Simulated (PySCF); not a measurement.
A species of formula C9H13NS has this rotational fingerprint, computed with PySCF 2.14.0, PBE0-D3(BJ)/def2-SVP geometry optimisation, gas phase:

```
Rotational constants : A = 2568, B = 480.3, C = 444.1 MHz
Dipole components    : |μa| = 0.08 D, |μb| = 0.74 D, |μc| = 0.05 D
Inertial defect      : -110.78 u·Å²
κ                    : -0.97
```

Task: Which candidate fits, each taken in the one conformer that was computed?
A. `[CH3:1][C:2]([CH3:3])([CH3:4])[c:5]1[cH:6][cH:7][c:8]([SH:9])[cH:10][n:11]1` with C7–C8–S9–H -179°
B. `[CH3:1][S:2][c:3]1[cH:4][cH:5][c:6]([N:7]([CH3:8])[CH3:9])[cH:10][cH:11]1` with C1–S2–C3–C4 178°

Result: A. It is CC(C)(C)c1ccc(S)cn1, a near-prolate asymmetric top, point group C1. The candidates at the same level (rigid rotor, commonest isotopes):

```
             SMILES  A (MHz)  B (MHz)  C (MHz)  μa (D)  μb (D)  μc (D)  Δ (u·Å²)  point group                        rotor
  CSc1ccc(N(C)C)cc1     2822    451.4    392.2    2.26    1.42    0.12    -10.12      near Cs  near-prolate asymmetric top
CC(C)(C)c1ccc(S)cn1     2568    480.3    444.1    0.08    0.74    0.05   -110.78           C1  near-prolate asymmetric top
```

`CSc1ccc(N(C)C)cc1` has C 12 % too low. No structure here is proved a minimum.
